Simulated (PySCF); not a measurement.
How the method changes the constants of SeI

State: ²Π (doublet), unpaired electrons π ↑. Set-up: Se def2-TZVPP, I def2-TZVPP with ECP28; scalar-relativistic core potentials (PySCF 2.14). De refers to Se + I in their high-spin ground configurations, without counterpoise correction. The functionals are run spin-unrestricted. A positive dipole means Se(−)I(+). Levels whose curve was spin-contaminated or gave no clean fit are not listed.

```tsv
Level	Re (Å)	ωe (cm⁻¹)	De (eV)	μ (D)
UHF	2.476	271	0.69	-0.12
UHF-CCSD	2.459	269	1.84	n/a
UHF-CCSD(T)	2.463	266	2.02	n/a
LDA	2.429	283	3.27	0.86
PBE	2.466	267	2.60	0.73
BLYP	2.503	251	2.38	0.71
r²SCAN	2.451	274	2.39	0.63
M06-L	2.458	268	2.45	0.81
PBE0	2.442	279	2.33	0.52
CAM-B3LYP	2.451	275	2.08	0.41
B2PLYP	2.458	271	2.17	0.24
```

The bond length runs from 2.429 Å (LDA) to 2.503 Å (BLYP). De spans 0.69 eV (UHF, mean field) to 3.27 eV (LDA, local density). Correlation at CCSD(T) changes the Hartree–Fock bond energy by +1.33 eV; the triples alone change it by +0.18 eV.

Correlated steps freeze 13 core orbitals. These are scalar-relativistic numbers at best; spin–orbit coupling would shift them, the dissociation energy most. Counting both spins, an empty level lies below a filled one in some of these solutions, because spin and occupation are held. B2PLYP dipoles, levels and charges come from its SCF part alone. The state was picked by a PBE0 search and need not be the measured ground state.

The whole job (state search and all levels along the bond) took about 27 min on 2 threads of Arm Neoverse V1 (shared host), peak memory 3 GiB.
